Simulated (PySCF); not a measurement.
# Low-lying terms of Mn²¹⁺ (manganese, charge +21)

Ground state [He] 2s2, ¹S. All numbers are calculated (PySCF 2.14, the spin-free X2C one-electron Hamiltonian (Gaussian nucleus), in an even-tempered Gaussian basis (19 s from 0.816 bohr⁻², ratio 2.5; 10 p from 1.08 bohr⁻², ratio 2.7; 8 d from 1.22 bohr⁻², ratio 2.7; 4 f from 36 bohr⁻², ratio 2.7)). Vertical excitation energies in eV without spin-orbit coupling; excited terms of each kind are numbered among those the solver found.

| term | leading excitation | TDA-PBE |
| --- | --- | --- |
| 1 3P° | 2s → p | 46.648 |
| 1 1P° | 2s → p | 84.728 |

What does TD-PBE give for these terms?

1 3P° 43.399; 1 1P° 82.009 (eV).

Oscillator strength of the first ¹S → ¹P° line: TDA-PBE 0.208, TD-PBE 0.156.

Only the lower part of the computed list is shown. Doubly excited terms such as np² are absent. The solver can miss terms.
